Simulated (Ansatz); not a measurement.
Cl2MoO2, charge +1, doublet, at a GFN2-xTB geometry (such geometries of metal compounds can be far from the true shape) (the multiplicity is a formal guess) (core potentials on Mo); CAM-B3LYP/def2-SVP in Ansatz (an electronic-structure program).

Input for Ansatz:
Ansatz 0.2 input:
```yaml
crystal:
  periodic: [false, false, false]
  atoms:
    - {symbol: Mo, position_ang: [0.28291459, -0.05232677, 0.09346190]}
    - {symbol: O, position_ang: [1.48040807, -0.59010544, -0.90696182]}
    - {symbol: O, position_ang: [0.77601742, 0.17276583, 1.65238045]}
    - {symbol: Cl, position_ang: [-0.45390895, 1.80444866, -0.66278406]}
    - {symbol: Cl, position_ang: [-1.30690381, -1.47877563, 0.08109295]}
basis:
  gaussian:
    orbitals: def2-SVP
hamiltonian:
  xc: cam_b3lyp
total_charge: 1
magnetization: {spin_polarized: false, initial_magnetization: 1}
```

Task: Write the output that Ansatz gives for this input, abridged.

Result: 
```
Functional definition: CAM-B3LYP
903 factors; integrals over basis functions are off by at most 7.1e-4 eV
251 factors; integrals over basis functions are off by at most 6.9e-6 eV
mean field evaluation 1: about -30952.2191 eV, gradient 1.0e2 eV
mean field evaluation 2: about -30952.3542 eV, gradient 1.0e2 eV
mean field evaluation 4: about -30970.0622 eV, gradient 4.0e1 eV
mean field evaluation 8: about -30974.3044 eV, gradient 3.6e0 eV
mean field evaluation 16: about -30974.3472 eV, gradient 5.2e-3 eV
mean field evaluation 32: about -30877.8258 eV, gradient 1.7e2 eV
mean field evaluation 64: about -30974.2972 eV, gradient 2.3e0 eV
mean field evaluation 96: about -30958.7730 eV, gradient 4.3e1 eV
mean field evaluation 128: about -30961.3150 eV, gradient 2.3e0 eV
mean field -30974.34716391 eV, -1138.2862631072 hartree, gradient 7.0e-6 eV, S^2 0.750000; 7 other end points of the search recorded, 0 dependent functions left out
reference -30974.34730335 eV, -1138.2862682313 hartree; 32, 31 occupied and 63, 64 virtual orbitals, 903 factors
Total energy: -30974.34730335 eV, -1138.2862682313 hartree
```
